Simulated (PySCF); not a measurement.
Geometry:
| atom | x (Å) | y (Å) | z (Å) |
| --- | --- | --- | --- |
| C1 | -1.567 | 0.034 | 1.673 |
| C2 | -1.055 | 0.403 | 0.299 |
| C3 | -2.155 | 0.443 | -0.749 |
| F4 | -3.118 | 1.351 | -0.386 |
| O5 | -0.122 | -0.569 | -0.142 |
| C6 | 1.120 | -0.136 | -0.571 |
| C7 | 1.943 | 0.512 | 0.528 |
| C8 | 1.799 | -1.324 | -1.211 |
| F9 | 0.931 | 0.830 | -1.558 |
| H10 | -1.962 | -0.994 | 1.665 |
| H11 | -2.374 | 0.718 | 1.971 |
| H12 | -0.761 | 0.087 | 2.419 |
| H13 | -0.592 | 1.403 | 0.327 |
| H14 | -1.725 | 0.733 | -1.720 |
| H15 | -2.616 | -0.556 | -0.844 |
| H16 | 2.131 | -0.213 | 1.331 |
| H17 | 2.905 | 0.856 | 0.124 |
| H18 | 1.422 | 1.382 | 0.951 |
| H19 | 1.160 | -1.706 | -2.018 |
| H20 | 2.773 | -1.031 | -1.625 |
| H21 | 1.943 | -2.121 | -0.469 |

Geometry: PBE0-D3(BJ)/def2-SVP; GIAO absolute shieldings from PySCF 2.14, gas phase, non-relativistic, averaged over equivalent atoms.

At wB97X-D/pcSseg-1 (213 basis functions, 83 s wall time on 1 thread of an Arm Neoverse N1, shared host):
```json
{"atoms": "C6", "σ (ppm)": "70.9"}
{"atoms": "C3", "σ (ppm)": "97.9"}
{"atoms": "C2", "σ (ppm)": "118.0"}
{"atoms": "C8", "σ (ppm)": "154.8"}
{"atoms": "C7", "σ (ppm)": "160.5"}
{"atoms": "C1", "σ (ppm)": "164.6"}
{"atoms": "F9", "σ (ppm)": "309.3"}
{"atoms": "F4", "σ (ppm)": "428.6"}
{"atoms": "O5", "σ (ppm)": "221.4"}
{"atoms": "H14", "σ (ppm)": "26.85"}
{"atoms": "H15", "σ (ppm)": "27.50"}
{"atoms": "H13", "σ (ppm)": "27.63"}
{"atoms": "H16/H17/H18", "σ (ppm)": "29.99"}
{"atoms": "H19/H20/H21", "σ (ppm)": "29.99"}
{"atoms": "H10/H11/H12", "σ (ppm)": "30.17"}
```

Estimate the result of repeating the calculation with PBE0/pcSseg-1.

## Answers


```json
{"atoms": "C6", "σ at PBE0/pcSseg-1": "70.8", "change": "-0.1"}
{"atoms": "C3", "σ at PBE0/pcSseg-1": "97.8", "change": "-0.1"}
{"atoms": "C2", "σ at PBE0/pcSseg-1": "117.7", "change": "-0.3"}
{"atoms": "C8", "σ at PBE0/pcSseg-1": "155.4", "change": "+0.6"}
{"atoms": "C7", "σ at PBE0/pcSseg-1": "161.3", "change": "+0.8"}
{"atoms": "C1", "σ at PBE0/pcSseg-1": "164.9", "change": "+0.3"}
{"atoms": "F9", "σ at PBE0/pcSseg-1": "305.0", "change": "-4.3"}
{"atoms": "F4", "σ at PBE0/pcSseg-1": "425.0", "change": "-3.6"}
{"atoms": "O5", "σ at PBE0/pcSseg-1": "217.4", "change": "-4.0"}
{"atoms": "H14", "σ at PBE0/pcSseg-1": "26.72", "change": "-0.13"}
{"atoms": "H15", "σ at PBE0/pcSseg-1": "27.41", "change": "-0.09"}
{"atoms": "H13", "σ at PBE0/pcSseg-1": "27.47", "change": "-0.16"}
{"atoms": "H16/H17/H18", "σ at PBE0/pcSseg-1": "29.88", "change": "-0.11"}
{"atoms": "H19/H20/H21", "σ at PBE0/pcSseg-1": "29.89", "change": "-0.10"}
{"atoms": "H10/H11/H12", "σ at PBE0/pcSseg-1": "30.07", "change": "-0.10"}
```

The largest change is at F9 (fluorine on an sp3 carbon). Cost: 213 basis functions, 70 s wall time on 1 thread of an Arm Neoverse N1, shared host. The order of the carbon signals is the same at both levels.
